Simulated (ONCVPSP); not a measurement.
Plane-wave convergence, ONCV potential for tin (Sn)

| Item | Value |
| --- | --- |
| Element | tin (Sn) |
| Generator | ONCVPSP 4.0.1 |
| Type | optimised norm-conserving Vanderbilt (ONCV) |
| Functional | LDA (Perdew-Wang 92) |
| Relativity | scalar-relativistic |
| Frozen core | [Kr] |
| Valence charge | 14 |
| Reference configuration | 4d10 5s2 5p2 |
| Partial waves | 5s: rc 2.05 bohr, ncon 4, nbas 7, qcut 2.6 1/bohr, 2 projectors, debl 2.6 Ha; 5p: rc 2.40 bohr, ncon 4, nbas 9, qcut 3.8 1/bohr, 2 projectors, debl 3.8 Ha; 4d: rc 1.25 bohr, ncon 4, nbas 9, qcut 14.6 1/bohr, 2 projectors, debl 3.7 Ha |
| Local potential | polynomial inside 1.10 bohr (lpopt 5, dvloc0 -1 Ha) |
| Core correction | none |

Problem. For each optimised wave give the share of its norm inside rc, the residual kinetic energy above qcut (Ha) and the cutoffs (Ha) for errors of 10, 1, 0.1 and 0.01 mHa per electron.

Solution.

```csv
wave,norm inside rc,residual KE,10 mHa,1 mHa,0.1 mHa,0.01 mHa
5s,0.388,1.8e-02,4.2,21.5,27.9,32.0
s projector 2,0.114,2.1e-01,10.2,24.1,29.9,39.7
5p,0.285,7.5e-05,1.5,5.0,7.2,28.0
p projector 2,0.137,2.8e-02,8.5,32.6,57.9,64.9
4d,0.687,4.7e-09,38.0,50.3,61.8,73.1
d projector 2,0.063,1.2e-09,33.9,46.5,58.6,70.0
```

The occupied waves need 50 Ha and 62 Ha for 1 and 0.1 mHa. Note: ghosts flagged at negative energy: s at -130.0 eV; GHOST(+) flagged for p at 15.8 eV. A true bound ghost makes a file unfit for plane-wave use. 1 of 4 tests not solved or not reliable.
